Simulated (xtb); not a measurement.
C4H11In, charge -1, doublet, at the geometry of the source list (GFN-xTB shapes and energies of metal compounds can be far from the true ones) (a state made from the parent by changing its charge; the spin is typed, not shown lowest), atoms displaced at random by about 0.06 Å a coordinate; GFN2-xTB run with xtb.

Here is a job for xtb.
```
$ xtb mol.xyz --gfn 2 --chrg -1 --uhf 1 --opt --json

# file mol.xyz
16

In    -0.01793489     0.46368496     0.40458542
C      1.53079427     1.59749668    -0.75299156
H      2.57268240     1.26452409    -0.70150730
H      1.61497371     2.70145385    -0.30410603
H      1.25940448     1.79592050    -1.66373680
C     -1.47674198     1.69932937     1.73119921
H     -2.21277028     0.96008758     1.97764241
H     -1.89216951     2.39424261     1.13951536
H     -0.99904671     2.00108876     2.64176324
C     -0.03692239    -1.67784105     0.25942870
C     -0.11466695    -2.13173577    -1.22672313
H     -1.00608436    -2.08040912     0.87097192
H      0.89034250    -2.22572445     0.69042028
H      0.78262985    -1.81424156    -1.84270456
H     -1.05984181    -1.88493297    -1.62971767
H     -0.10016832    -3.25452446    -1.28357751
```

The log (banner, timings and long lists left out):

```
   ID    Z sym.   atoms
    1   49 In     1
    2    6 C      2, 6, 10, 11
    3    1 H      3-5, 7-9, 12-16

           -------------------------------------------------
          |                Calculation Setup                |
           -------------------------------------------------

           -------------------------------------------------
          |                 G F N 2 - x T B                 |
           -------------------------------------------------

          ...................................................
          :                      SETUP                      :
          :.................................................:
          :  # basis functions                  37          :
          :  # atomic orbitals                  36          :
          :  # shells                           22          :
          :  # electrons                        31          :
          :  max. iterations                   250          :
          :  Hamiltonian                  GFN2-xTB          :
          :  restarted?                      false          :
          :  GBSA solvation                  false          :
          :  PC potential                    false          :
          :  electronic temp.          300.0000000     K    :
          :  accuracy                    1.0000000          :
          :  -> integral cutoff          0.2500000E+02      :
          :  -> integral neglect         0.1000000E-07      :
          :  -> SCF convergence          0.1000000E-05 Eh   :
          :  -> wf. convergence          0.1000000E-03 e    :
          :  Broyden damping             0.4000000          :
          :  net charge                         -1          :
          :  unpaired electrons                  1          :
          ...................................................

 iter      E             dE          RMSdq      gap      omega  full diag
   1    -15.5168245 -0.155168E+02  0.619E+00    0.94       0.0  T
   2    -15.6190449 -0.102220E+00  0.243E+00    1.58       1.0  T
   3    -15.6221988 -0.315388E-02  0.949E-01    1.60       1.0  T
   4    -15.6224333 -0.234483E-03  0.618E-01    1.60       1.0  T
   5    -15.6226359 -0.202605E-03  0.347E-01    1.62       1.0  T
   6    -15.6226700 -0.341277E-04  0.163E-01    1.63       1.0  T
   7    -15.6226719 -0.189950E-05  0.489E-02    1.63       1.0  T
   8    -15.6226738 -0.184197E-05  0.101E-02    1.63       2.5  T
[...]
 * total energy  :   -15.4854309 Eh     change       -0.6002411E-04 Eh
 * total energy  :   -15.4854929 Eh     change       -0.6200635E-04 Eh
 * total energy  :   -15.4855445 Eh     change       -0.5160762E-04 Eh
 * total energy  :   -15.4855786 Eh     change       -0.3410164E-04 Eh
 * total energy  :   -15.4856060 Eh     change       -0.2740733E-04 Eh
 * total energy  :   -15.4856361 Eh     change       -0.3003213E-04 Eh
 * total energy  :   -15.4856072 Eh     change        0.2890351E-04 Eh
 * total energy  :   -15.4856792 Eh     change       -0.7206405E-04 Eh
 * total energy  :   -15.4856868 Eh     change       -0.7572990E-05 Eh
 * total energy  :   -15.4856956 Eh     change       -0.8780818E-05 Eh
 * total energy  :   -15.4857004 Eh     change       -0.4820028E-05 Eh
 * total energy  :   -15.4857045 Eh     change       -0.4089121E-05 Eh
   *** GEOMETRY OPTIMIZATION CONVERGED AFTER 41 ITERATIONS ***
         :: total energy             -15.485704483597 Eh    ::
[...]
 Mol. C8AA /au·bohr⁸  :     151286.345204
 Mol. α(0) /au        :         95.660368

Wiberg/Mayer (AO) data.
largest (>0.10) Wiberg bond orders for each atom

 ---------------------------------------------------------------------------
     #   Z sym  total        # sym  WBO       # sym  WBO       # sym  WBO
 ---------------------------------------------------------------------------
     1  49 In   2.497 --     2 C    0.753     6 C    0.749    10 C    0.688
     2   6 C    3.806 --     5 H    0.964     4 H    0.962     3 H    0.958
                             1 In   0.753
     3   1 H    0.999 --     2 C    0.958
     4   1 H    0.998 --     2 C    0.962
     5   1 H    0.998 --     2 C    0.964
     6   6 C    3.801 --     7 H    0.964     8 H    0.963     9 H    0.958
                             1 In   0.749
     7   1 H    0.998 --     6 C    0.964
     8   1 H    0.998 --     6 C    0.963
     9   1 H    0.999 --     6 C    0.958
    10   6 C    3.800 --    11 C    1.022    12 H    0.960    13 H    0.954
                             1 In   0.688
    11   6 C    3.990 --    10 C    1.022    15 H    0.984    14 H    0.982
                            16 H    0.977
    12   1 H    0.998 --    10 C    0.960
    13   1 H    0.999 --    10 C    0.954
    14   1 H    1.000 --    11 C    0.982
    15   1 H    1.000 --    11 C    0.984
    16   1 H    0.995 --    11 C    0.977
 ---------------------------------------------------------------------------

Topologies differ in total number of bonds
Writing topology from bond orders to xtbtopo.mol

molecular dipole:
                 x           y           z       tot (Debye)
 q only:        0.391      -0.865      -0.408
   full:        0.825      -1.013      -0.128       3.337
molecular quadrupole (traceless):
                xx          xy          yy          xz          yz          zz
 q only:        3.872      -0.236      -5.616       5.661      -3.383       1.744
  q+dip:        2.414       1.171      -4.338       3.725      -2.142       1.925
   full:        2.376       0.733      -4.331       4.294      -2.325       1.955

optimized geometry written to: xtbopt.xyz

           -------------------------------------------------
          | TOTAL ENERGY              -15.485704483597 Eh   |
          | GRADIENT NORM               0.000873386814 Eh/α |
          | HOMO-LUMO GAP               5.721362679574 eV   |
           -------------------------------------------------

normal termination of xtb
```
